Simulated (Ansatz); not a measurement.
Basis-set series for CH₆S₂Si₂, SMILES `C[SiH]1[SiH2]SS1`. Charge 0, multiplicity 1. All single points use the PBE0-D4/def2-TZVP geometry.

| functional | basis | functions | energy (Eh) | HOMO (eV) | LUMO (eV) |
| --- | --- | --- | --- | --- | --- |
| PBE0-D4 | def2-TZVPP | 283 | -1416.64519 | -6.27 | -1.58 |
| PBE0-D4 | def2-QZVPP | 517 | -1416.69086 | -6.30 | -1.65 |
| ωB97M-V | def2-TZVPP | 283 | -1417.08888 | -8.36 | 0.40 |
| ωB97M-V | def2-QZVPP | 517 | -1417.13211 | -8.40 | 0.23 |

(1) Give the rows for def2-SVP. (An estimate is asked.)

Results:

(1) Ansatz gave: 
| functional | basis | functions | energy (Eh) | HOMO (eV) | LUMO (eV) |
| --- | --- | --- | --- | --- | --- |
| PBE0-D4 | def2-SVP | 116 | -1416.11242 | -6.21 | -1.39 |
| ωB97M-V | def2-SVP | 116 | -1416.55510 | -8.26 | 0.75 |

Positive LUMOs are unbound and depend on the basis.
